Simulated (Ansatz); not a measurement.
Basis-set extrapolation for `FC(F)(F)C1=CC(C(F)(F)F)=[O+][Al-]([F])([Cl])[O]1` (PBE0-D4/def2-TZVP geometry, frozen core, Ansatz 0.2.0). Multiplicity 1, RHF reference.

```csv
,def2-TZVPP,def2-QZVPP
HF,-1737.875761,-1737.941090
MP2 correlation,-3.201640,-3.483872
CCSD(T) correlation,-3.344959,not run
```

Energies in hartree. Use E(X) = E(∞) + A·exp(−7.88·√X) for Hartree–Fock and E(X) = E(∞) + B·X^(−2.97) for correlation, with X = 3 and 4, and add CCSD(T) minus MP2 of the smaller set to the MP2 limit.

What is the CCSD(T) energy at the basis-set limit?

HF limit: -1737.941090 + (-0.065329) × 0.13774 = -1737.95009. MP2 limit: -3.483872 + (-0.282232) × 0.74074 = -3.69293. Higher-order term: -3.344959 − (-3.201640) = -0.14332. Total: -1741.78634 hartree, 15.39 eV below CCSD(T)/def2-TZVPP.
